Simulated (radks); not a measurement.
Neutral chlorine inside a hard spherical wall (all orbitals vanish at R), configuration held at [Ne] 3s2 3p5 and not refilled when levels cross. All-electron calculation, non-relativistic Kohn-Sham, PBE, spin-polarised, spherical densities, point nucleus; open shells are filled with parallel spins first. Program: a radial shooting solver on a logarithmic mesh with Libxc functionals. Eigenvalues in eV for spin up, with the zero of energy where the potential of the charges vanishes at infinity; a dash marks a level that is unbound or too diffuse for the functional's potential to be trusted. A positive occupied level is held by the wall or, in an anion where self-interaction has pushed it up, behind a barrier. The pressure on the wall is -dE/dV.

R (bohr)	E (hartree)	kinetic (hartree)	e(2s)	e(2p)	e(3s)	e(3p)	e(4s, empty)	e(4p, empty)	pressure (GPa)
free	-459.97063	459.408	-251.01	-191.63	-20.972	-9.011	-	-	0
12	-459.97063	459.408	-251.01	-191.63	-20.971	-9.010	-0.198	1.112	< 0.0001
6	-459.96478	459.457	-250.67	-191.30	-20.720	-8.759	3.658	7.341	0.609
5	-459.94128	459.615	-249.83	-190.44	-20.124	-8.129	7.865	12.913	4.49
3.5	-459.59651	461.353	-243.32	-183.86	-15.723	-3.141	30.170	38.662	128
3	-459.03874	463.675	-236.63	-177.07	-10.890	2.443	51.520	61.394	453
2.5	-457.53157	469.035	-224.18	-164.35	-0.462	14.303	93.710	104.43	1810
2	-453.09995	482.331	-200.88	-140.38	25.180	42.276	185.94	194.63	8740
1.5	-437.95734	520.582	-155.36	-92.764	103.52	121.90	422.88	415.70	57800
